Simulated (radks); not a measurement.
Effect of the nuclear size on neutral rhodium, [Kr] 4d8 5s1. Method: Dirac Kohn-Sham, relativistic LDA (MacDonald-Vosko exchange, VWN5 correlation), spin-unpolarised, spherical densities, finite nucleus; open shells are shared between the two j in proportion to 2j + 1; Fermi nuclear charge, rms radius 4.4945 fm; computed with a radial shooting solver on a logarithmic mesh with Libxc functionals. The rms radius is varied about that value; shifts are against it.

rms radius (fm) = 3.681: total energy shift (eV) -0.719; density at nucleus (e/bohr^3) 1.227e+05; 1s1/2 shift (meV) -302; 2s1/2 shift (meV) -33.2; 3p1/2 shift (meV) 0.405; 4s1/2 shift (meV) -1.10; 4p1/2 shift (meV) 0.076; 5s1/2 shift (meV) -0.066
rms radius (fm) = 4.1349: total energy shift (eV) -0.334; density at nucleus (e/bohr^3) 1.209e+05; 1s1/2 shift (meV) -140; 2s1/2 shift (meV) -15.4; 3p1/2 shift (meV) 0.188; 4s1/2 shift (meV) -0.510; 4p1/2 shift (meV) 0.035; 5s1/2 shift (meV) -0.031
rms radius (fm) = 4.4945: total energy shift (eV) 0; density at nucleus (e/bohr^3) 1.197e+05; 1s1/2 shift (meV) 0.000; 2s1/2 shift (meV) 0.000; 3p1/2 shift (meV) 0.000; 4s1/2 shift (meV) 0.000; 4p1/2 shift (meV) 0.000; 5s1/2 shift (meV) 0.000
rms radius (fm) = 4.8496: total energy shift (eV) 0.353; density at nucleus (e/bohr^3) 1.186e+05; 1s1/2 shift (meV) 148; 2s1/2 shift (meV) 16.3; 3p1/2 shift (meV) -0.199; 4s1/2 shift (meV) 0.540; 4p1/2 shift (meV) -0.037; 5s1/2 shift (meV) 0.032
rms radius (fm) = 5.2945: total energy shift (eV) 0.829; density at nucleus (e/bohr^3) 1.173e+05; 1s1/2 shift (meV) 348; 2s1/2 shift (meV) 38.2; 3p1/2 shift (meV) -0.466; 4s1/2 shift (meV) 1.27; 4p1/2 shift (meV) -0.087; 5s1/2 shift (meV) 0.076

Slopes of the eigenvalues against <r^2> in GHz/fm^2, as finite differences over the two radii next to the reference (eigenvalue slopes, not the field-shift constants of lines): 1s1/2 10800, 2s1/2 1190, 3p1/2 -14.6, 4s1/2 39.5, 4p1/2 -2.72, 5s1/2 2.38.
